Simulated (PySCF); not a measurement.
From results back to the method.

Compound: hexafluorophosphate, PF6 (charge -1).
SMILES: `[P-](F)(F)(F)(F)(F)F`

The closed-shell ground state was solved 6 times with PySCF (density fitting, gas phase), always with PBE0, in these basis sets: IGLO-III, aug-cc-pVDZ, cc-pVDZ, cc-pVTZ, def2-SVP and def2-TZVP. Geometry: PBE0-D3(BJ)/def2-SVP; no solvent, vibrations or thermal averaging. The geometry's basis has no diffuse functions, a weakness for an anion. No diffuse functions stand in cc-pVDZ, cc-pVTZ, def2-SVP and def2-TZVP, which bears on an anion's orbital energies.

```csv
row,total energy (Eh),HOMO (eV),LUMO (eV)
P,-940.2621,-5.21,7.66
Q,-940.3071,-5.45,6.82
R,-939.9942,-4.77,8.01
S,-940.0792,-5.55,4.57
T,-939.4093,-4.91,8.22
U,-940.3135,-5.39,7.30
```

Task: Which basis belongs to which row?

Result: P = cc-pVTZ, Q = IGLO-III, R = cc-pVDZ, S = aug-cc-pVDZ, T = def2-SVP, U = def2-TZVP. From the lowest total energy up: def2-TZVP (223 functions) 0 eV; IGLO-III (254 functions) +0.18 eV; cc-pVTZ (214 functions) +1.40 eV; aug-cc-pVDZ (165 functions) +6.38 eV; cc-pVDZ (102 functions) +8.69 eV; def2-SVP (102 functions) +24.60 eV.
